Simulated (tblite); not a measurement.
BF3, charge -1, doublet, geometry from GFN2-xTB (a state made from the parent by changing its charge; the spin is typed, not shown lowest); GFN1-xTB run with tblite.

Input for tblite:
```
$ tblite run mol.xyz --method gfn1 --charge -1 --spin 1 --guess eeq --json tblite.json --no-restart

# file mol.xyz
4

B     -0.01665964     0.22066266     0.40640217
F     -1.17616439    -0.61899512     0.19030536
F      0.04332344     1.13683746    -0.71306201
F      1.14209631    -0.64043271     0.29697767
```

Question: What does tblite print? Leave out banner, timings and long lists.

Answer: 
```
xTB calculator
 | screened Coulomb repulsion
 | Coulomb electrostatics
 |  * isotropic Klopman-Ohno-Mataga-Nishimoto electrostatics
 |  * onsite third-order electrostatics
 | DFT-D3(BJ) dispersion correction

halogen bonding energy    0.0000000000000E+00 Eh
repulsion energy          1.8868857413071E-02 Eh
dispersion energy        -4.4080983954045E-04 Eh
number of electrons       2.5000000000000E+01 e
integral cutoff           2.1261634374110E+01 bohr

------------------------------------------------------------
  cycle        total energy    energy error   density error
------------------------------------------------------------
      1     -17.08095576725  -1.7099384E+01   5.1479858E-01
      2     -17.09948054597  -1.8524779E-02   2.9637693E-01
      3     -17.10006820709  -5.8766112E-04   7.9655479E-02
      4     -17.09982753757   2.4066952E-04   6.6151396E-02
      5     -17.10215216064  -2.3246231E-03   1.7087036E-04
      6     -17.10215208248   7.8156848E-08   4.4713257E-04
      7     -17.10215217778  -9.5294176E-08   6.4292228E-05
      8     -17.10215218001  -2.2302586E-09   1.6010153E-06
------------------------------------------------------------

electronic energy        -1.7120580227581E+01 Eh
total energy             -1.7102152180007E+01 Eh

Post processing:
 | Mayer-Wiberg bond orders

[Info] JSON dump of results written to 'tblite.json'
```
